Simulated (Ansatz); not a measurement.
C6H12O3, singlet, at a GFN2-xTB geometry; PBE0/STO-3G in Ansatz (a quantum-chemistry and plane-wave program).

Here is a job for Ansatz.
Ansatz 0.2 input:
```yaml
crystal:
  periodic: [false, false, false]
  atoms:
    - {symbol: C, position_ang: [-2.71831396, -0.22341919, -0.41558601]}
    - {symbol: C, position_ang: [-1.65727531, 0.77938284, 0.03311490]}
    - {symbol: C, position_ang: [-2.16185009, 1.62501281, 1.20512500]}
    - {symbol: C, position_ang: [-0.42085978, 0.03334312, 0.49577027]}
    - {symbol: O, position_ang: [-0.41322364, -0.88154569, 1.27443671]}
    - {symbol: O, position_ang: [0.68590390, 0.54839227, -0.06062607]}
    - {symbol: C, position_ang: [1.93508799, -0.04462104, 0.29941002]}
    - {symbol: C, position_ang: [2.28929364, -1.16827425, -0.67723367]}
    - {symbol: O, position_ang: [2.54735378, -0.68445114, -1.96915138]}
    - {symbol: H, position_ang: [-2.37867025, -0.78314069, -1.28424188]}
    - {symbol: H, position_ang: [-3.63836792, 0.29463573, -0.67401725]}
    - {symbol: H, position_ang: [-2.92183834, -0.92546762, 0.38921681]}
    - {symbol: H, position_ang: [-1.37377977, 1.43356824, -0.79594479]}
    - {symbol: H, position_ang: [-2.38650144, 0.98329029, 2.05377804]}
    - {symbol: H, position_ang: [-3.06554193, 2.15696284, 0.91793921]}
    - {symbol: H, position_ang: [-1.41098636, 2.35210438, 1.50623167]}
    - {symbol: H, position_ang: [1.86834834, -0.43967602, 1.31705996]}
    - {symbol: H, position_ang: [2.67365784, 0.75722315, 0.24254930]}
    - {symbol: H, position_ang: [1.46945990, -1.90104635, -0.68826013]}
    - {symbol: H, position_ang: [3.20312482, -1.66536177, -0.34679085]}
    - {symbol: H, position_ang: [1.80432803, -0.13080157, -2.23839709]}
basis:
  gaussian:
    orbitals: STO-3G
hamiltonian:
  xc: pbe0
accuracy: high
```

Q: Predict the main parts of the log of this Ansatz run.

A: 
```
Functional definition: PBE0
1350 factors; integrals over basis functions are off by at most 1.1e-8 eV
mean field evaluation 1: about -12380.0098 eV, gradient 3.5e1 eV
mean field evaluation 2: about -12371.4825 eV, gradient 7.2e1 eV
mean field evaluation 4: about -12383.7191 eV, gradient 2.9e0 eV
mean field evaluation 8: about -12383.7183 eV, gradient 5.1e-2 eV
mean field evaluation 16: about -12383.7183 eV, gradient 1.4e-6 eV
mean field -12383.71827830 eV, -455.0932527419 hartree, gradient 1.3e-8 eV, S^2 0.000000; 0 other end points of the search recorded, 0 dependent functions left out
reference -12383.71828093 eV, -455.0932528386 hartree; 36, 36 occupied and 21, 21 virtual orbitals, 1350 factors
Total energy: -12383.71828093 eV, -455.0932528386 hartree
```
